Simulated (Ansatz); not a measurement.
`[SiH3][SnH2][Cl]` + `[OH][Ga]([F])[F]` → `[F][Ga]([F])[O][SiH3]` + `[Cl][SnH3]` at 700 K and 1 bar (cleavage of the Si–Sn bond).

Computed with Ansatz on PBE0-D4/def2-TZVP structures; ΔE is electronic, products minus reactants. CCSD(T)/CBS is the MP2 limit (def2-TZVPP, def2-QZVPP) plus CCSD(T) − MP2 in def2-TZVPP, frozen cores. Elements past krypton have def2 core potentials. For Ga, Sn outer-core shells are correlated without core-valence functions, which leaves a few kJ/mol of doubt a bond. Scalar relativity is left out up to krypton. Each species was taken in one conformer, which may not be the lowest.

```
                species  CCSD(T)/CBS energy (Eh)  H − E (kJ/mol)  S (J/(mol·K))
     `[SiH3][SnH2][Cl]`               -965.91856           172.8          455.4
     `[OH][Ga]([F])[F]`              -2199.41346            98.2          386.2
`[F][Ga]([F])[O][SiH3]`              -2489.72997           163.8          497.0
           `[Cl][SnH3]`               -675.62576            99.1          338.4
```

H − E and S are ideal-gas, rigid-rotor, harmonic terms from PBE0-D4/def2-TZVP, for one conformer and one mirror image of each species. 1 Eh = 2625.50 kJ/mol, R = 8.31446 J/(mol·K).

Q: By hand: ΔE, ΔH, ΔS and ΔG.

A: ΔE = (-2489.72997) + (-675.62576) − (-965.91856) − (-2199.41346) = -0.02371 Eh = -62.3 kJ/mol. Δ(H − E) = 163.8 + 99.1 − 172.8 − 98.2 = -8.1, so ΔH = -70.4 kJ/mol. ΔS = 497.0 + 338.4 − 455.4 − 386.2 = -6.2 J/(mol·K). ΔG = -70.4 − 700 × (-6.2)/1000 = -66.1 kJ/mol.

Q: By hand: the equilibrium constant, and the temperature at which ΔG would vanish if ΔH and ΔS stayed fixed.

A: log₁₀ K = −ΔG/(RT ln 10) = 4.9. ΔG = 0 at ΔH/ΔS = 11355 K, far beyond where these terms or the molecules hold.

The number of gas molecules stays the same, so ΔS is small and ΔH decides. A doubt of 5 kJ/mol in ΔE shifts log₁₀ K by 0.4 here. Other conformers and mirror images would add mixing entropy, several J/(mol·K) or more a flexible species. Modes under 60 cm⁻¹, often nearly free rotors, make the harmonic entropy too high. These are equilibria of isolated gas molecules and say nothing of rates. Largest T1 diagnostic: 0.015 (customary marks: 0.02 for closed shells, 0.045 for open ones).
